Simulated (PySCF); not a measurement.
**Excitation energy of Sn⁺ by level of theory**

Sn⁺ [Kr] 4d10 5s2 5p1 (2P) → Sn⁺ [Kr] 4d10 5s1 5p2 (4P), as a difference of total energies. Computed with PySCF 2.14 in aug-cc-pVTZ-PP with one added diffuse shell each of d, f type with ECP28MDF (6s5p5d3f, 67 functions), with a scalar-relativistic core potential. Correlated levels: valence: 4s2 4p6 4d10 frozen. The calculations carry no spin-orbit coupling.

| method | excitation energy (eV) |
| --- | --- |
| UHF | 4.213 |
| MP2 (valence) | 4.895 |
| SCS-MP2 (valence) | 5.151 |
| CCSD (valence) | 5.127 |
| CCSD(T) (valence) | 5.144 |

Problem. How much does correlation contribute at CCSD(T) (valence)?

Solution. 5.144 − (4.213) = 0.931 eV, measured against UHF.

Errors of the correlated levels include the incompleteness of this basis and the frozen core.

For comparison: 5.753 eV (measured; NIST levels, between the centres of gravity of the two terms).
